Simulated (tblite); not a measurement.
Problem. What does the GFN2-xTB structure of InChI=1S/C4H8NO2Si/c1-5-4-6-2-8-3-7-4/h4,8H,1-3H2 look like in three dimensions? (Doublet state.)

Solution. 
Z-matrix in Å and degrees, rows numbered from 1:
```
C 
N   1  1.2486
C   2  1.4400  1  120.05
O   3  1.3888  2  110.22  1   116.24
C   4  1.4297  3  115.47  2    49.26
Si  5  1.9138  4  109.99  3    50.10
C   6  1.9140  5  104.16  4   -28.20
O   3  1.3887  2  110.21  1  -116.62
H   1  1.0809  2  118.12  3  -179.99
H   1  1.0938  2  124.16  3    -0.05
H   3  1.1063  2  112.79  1    -0.24
H   5  1.0985  4  109.27  3   -71.60
H   5  1.0908  4  104.20  3   173.24
H   6  1.4667  5  110.84  4  -147.46
H   7  1.0909  6  114.50  5   145.12
H   7  1.0987  6  110.73  5   -92.60
```

Of the pairs four or more bonds apart, N2···Si6 is among the closest relative to their van der Waals radii: 3.32 Å, 91 % of the sum of Bondi's values. The C–N distances run from 1.249 Å (C1=N2, drawn double) to 1.440 Å (N2–C3, drawn single), a spread of 0.191 Å. Si6 (silicon bonded to 2 C and H) is pyramidal (angles 110.8°, 110.8° and 104.2°, sum 325.8°, 0.60 Å off the plane of its three neighbours). C1 (carbon bonded to N and 2 H) is planar (angles 124.2°, 118.1° and 117.7°, sum 360.0°, 0.00 Å off the plane of its three neighbours).

Computed geometry: GFN2-xTB, gas phase. This method treats the open shell by occupation alone, without spin polarisation.

Point group: Cs (every atom within 0.08 Å of its image). Its GFN2-xTB frequencies are all real (lowest 24 cm⁻¹). Torsions: C1–N2–C3–O4 116°, N2–C3–O4–C5 49°, C3–O4–C5–Si6 50°, O4–C5–Si6–C7 -28°, C5–Si6–C7–O8 28°. 2 starts were optimised and ended at 0.00 and 1.30 kcal/mol (GFN2-xTB); the lowest of these is shown.

One conformer stands for the species.
